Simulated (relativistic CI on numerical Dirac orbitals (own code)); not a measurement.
Os2+: 5p photoemission

Computed with this model: Dirac-Coulomb-Breit CI, separate exchange-only KLI orbitals for each configuration, model QED, valence Slater integrals scaled by 0.7, multiplet model of photoemission in the sudden approximation; configurations [Xe] 4f14 5d6 → [Kr] 4d10 4f14 5s2 5p5 5d6; 300 K; Lorentzian 1.05 eV and Gaussian 0.6 eV FWHM. Energies are those of the free ion, without screening or charge transfer. The energies are binding energies and can lie tens of eV above those of solids. S is read from ⟨S²⟩ = S(S + 1).

Field parameters in Wybourne normalisation: D3d B²₀ = −7Dσ, B⁴₀ = −14Dq − 21Dτ, B⁴₃ = −14√(10/7) Dq. The field is a parameter set, without covalency.

free ion: ground-state S = 1.86, centroid 77.25 eV. Peaks (eV, height): 69.8 (100), 73.0 (28), 74.8 (27), 75.8 (25), 77.4 (29), 79.8 (16), 86.8 (41), 89.2 (45).

D3d, 10Dq = 21850, Dσ = -1200, Dτ = -90 cm⁻¹: ground-state S = 0.25, centroid 77.48 eV. Peaks (eV, height): 71.8 (100), 77.4 (12), 86.0 (43), 88.6 (17), 90.4 (8).

Strongest unbroadened transitions for D3d, 10Dq = 21850, Dσ = -1200, Dτ = -90 cm⁻¹:

```tsv
Energy (eV)	Relative strength
71.78	100.0
71.79	99.3
72.21	8.3
72.26	12.1
72.40	4.1
72.50	9.0
72.54	9.9
72.70	4.2
72.84	4.1
73.26	7.6
73.28	6.5
85.79	8.0
85.87	16.2
86.05	71.6
88.51	13.2
88.64	11.0
88.79	4.9
90.48	4.2
```
